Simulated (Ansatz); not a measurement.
Geometry optimisation, RKS PBE/def2-SVP in Ansatz 0.2.0.

Input:

```yaml
crystal:
  periodic: [false, false, false]
  atoms:
    - { symbol: Zr, position_ang: [0.0, 0.0, 0.0] }
    - { symbol: F, position_ang: [0.0, 0.0, 2.33] }
    - { symbol: Cl, position_ang: [2.3764, 0.0, -0.8392] }
    - { symbol: F, position_ang: [-0.9326, 1.6157, -0.6593] }
    - { symbol: F, position_ang: [-0.9326, -1.6157, -0.6593] }
    - { symbol: Si, position_ang: [1.5261, 2.3015, 0.9176] }
    - { symbol: H, position_ang: [2.6492, 1.848, 1.7329] }
    - { symbol: H, position_ang: [2.0303, 3.0429, -0.2347] }
    - { symbol: H, position_ang: [0.6658, 3.1701, 1.7157] }
    - { symbol: H, position_ang: [0.7176, 1.0822, 2.1702] }
basis:
  gaussian: { orbitals: def2-SVP }
hamiltonian:
  xc: pbe
relax:
  f_tol: 0.15
  max_steps: 25
  restrain:
    - { distance: [0, 5], at: 3.81, k: 30.0 }
    - { distance: [9, 1], at: 2.12, k: 30.0 }
    - { distance: [0, 1], at: 1.98, k: 30.0 }
    - { distance: [9, 5], at: 1.46, k: 30.0 }
```

Run as:

```bash
$ ansatz run input.yaml --threads 4 --pin off --max-ram 5120MiB --backend cpu --events-out ev --progress --plain --runs-dir out
```

Task: Where does it end, and by what steps?

Result: The run converged. The restraints hold the end off the free minimum; the threshold counts their pulls, which the force column leaves out. Restrained pairs: Zr1–Si6 (2.91 → 3.81 Å), F2–H10 (1.31 → 2.13 Å), Zr1–F2 (2.33 → 1.95 Å), Si6–H10 (1.93 → 1.48 Å). After 7 steps the energy has fallen by 3.803 eV (the restraints' own energy left out); H9 moved furthest, 0.78 Å.

```tsv
step	energy less start (eV)	largest force component (eV/Å)	accepted
0	0.0000	1.950	yes
1	-0.1669	4.086	yes
2	-0.7852	5.088	yes
3	-2.1181	2.985	yes
4	-3.1412	1.276	yes
5	-3.6103	1.191	yes
6	-3.7940	0.995	yes
7	-3.8027	0.994	yes
```

```xyz
10
Properties=species:S:1:pos:R:3
Zr -0.140 -0.319 -0.082
F -0.181 -0.394 1.864
Cl 2.046 -0.455 -0.956
F -1.055 1.213 -0.741
F -1.117 -1.819 -0.713
Si 1.713 2.651 1.416
H 3.032 2.403 2.088
H 1.929 2.963 -0.036
H 0.981 3.778 2.084
H 0.892 1.424 1.549
```

Run time: 25 s on 4 threads of Intel(R) Xeon(R) Platinum 8259CL CPU @ 2.50GHz (Skylake/Cascade Lake), on a shared host, peak memory 0.21 GiB.
